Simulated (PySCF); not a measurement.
**What the low excited states add to the polarisability**

C4H8BNS.
Structure used (PBE0-D3(BJ)/def2-SVP), in Å, numbered top down from 1:
```
atom  x, y, z in Å
C1     2.5367    1.3459    0.6681
C2     1.4793    0.3900    0.3922
C3     0.5929   -0.4129    0.1537
B4    -0.5560   -1.3799   -0.1421
N5    -0.3411   -2.7640   -0.2006
S6    -2.2452   -0.7559   -0.4295
C7    -2.0664    1.0382   -0.2422
H8     2.1293    2.2903    1.0619
H9     3.2512    0.9506    1.4070
H10    3.1004    1.5810   -0.2487
H11   -1.0724   -3.4361   -0.3881
H12    0.5727   -3.1682   -0.0530
H13   -3.0606    1.4750   -0.4052
H14   -1.7183    1.2969    0.7664
H15   -1.3651    1.4448   -0.9825
```

Theory: TDDFT wB97X-D/def2-SVPD, vertical, gas phase, core orbitals frozen in the response in PySCF 2.14.0, density-fitted response routines.

Computed singlets:

```json
{"state": "S1", "E (eV)": "5.36", "f": "0.0002"}
{"state": "S2", "E (eV)": "5.59", "f": "0.134"}
{"state": "S3", "E (eV)": "5.96", "f": "0.0004"}
{"state": "S4", "E (eV)": "6.01", "f": "0.066"}
{"state": "S5", "E (eV)": "6.38", "f": "0.0077"}
{"state": "S6", "E (eV)": "6.54", "f": "0.0021"}
{"state": "S7", "E (eV)": "6.99", "f": "0.016"}
{"state": "S8", "E (eV)": "7.18", "f": "0.017"}
{"state": "S9", "E (eV)": "7.19", "f": "0.016"}
{"state": "S10", "E (eV)": "7.21", "f": "0.0012"}
```

Problem. How much of the mean static polarisability do these states give, one by one?

Solution. Each state adds f / ΔE² (ΔE in hartree, 27.2114 eV).

| state | f/ΔE² (au) | running sum (au) | running share of α (%) |
| --- | --- | --- | --- |
| S1 | 0.01 | 0.01 | 0.0 |
| S2 | 3.18 | 3.18 | 3.4 |
| S3 | 0.01 | 3.19 | 3.4 |
| S4 | 1.35 | 4.54 | 4.8 |
| S5 | 0.14 | 4.68 | 5.0 |
| S6 | 0.04 | 4.72 | 5.0 |
| S7 | 0.24 | 4.96 | 5.3 |
| S8 | 0.24 | 5.20 | 5.5 |
| S9 | 0.23 | 5.43 | 5.8 |
| S10 | 0.02 | 5.44 | 5.8 |

The full response gives 93.74 au (13.89 Å³), so 88.3 au comes from the higher roots of the same equations.

Problem. By how much does the contribution of these states grow at 1064 nm?

Solution. With ω = 0.0428 hartree each state's term in the mean polarisability goes from f / ΔE² to f / (ΔE² − ω²); the sum over all 10 states goes from 5.44 to 5.67 au, a rise of 0.22 au.

The largest single term belongs to S2, which also has the largest f.

A one-level model with all 38 active electrons at a single energy would need ΔE = √(N/α) = 17.3 eV to give this α, against S1 at 5.36 eV.

One conformer stands for the species.
